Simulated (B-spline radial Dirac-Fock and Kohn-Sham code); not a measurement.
**Characteristic X-ray lines: Nd⁶⁺**

System: neodymium as Nd⁶⁺, [Kr] 4d10 4f2 5s2 5p4.

Method: Dirac-Fock energy differences between relaxed states, corrected for Breit and QED terms. Computed with an atomic code on a B-spline grid. A line energy is the difference of two single-hole energies; the list is a selection of electric-dipole transitions between resolved j subshells. Correlation and solid-state effects are left out.

```
        line  energy (keV)  wavelength (Å)
Kβ2'' (K-N2)        43.310         0.28627
  Kβ1 (K-M3)        42.264         0.29335
  Kβ3 (K-M2)        42.160         0.29408
  Kα1 (K-L3)        37.358         0.33188
  Kα2 (K-L2)        36.844         0.33651
 Lγ2 (L1-N2)        6.8761          1.8031
 Lγ1 (L2-N4)        6.6030          1.8777
 Lγ5 (L2-N1)        6.3982          1.9378
 Lβ7 (L3-O1)        6.1854          2.0045
 Lβ2 (L3-N5)        6.0934          2.0347
Lβ15 (L3-N4)        6.0893          2.0361
 Lβ6 (L3-N1)        5.8845          2.1070
```
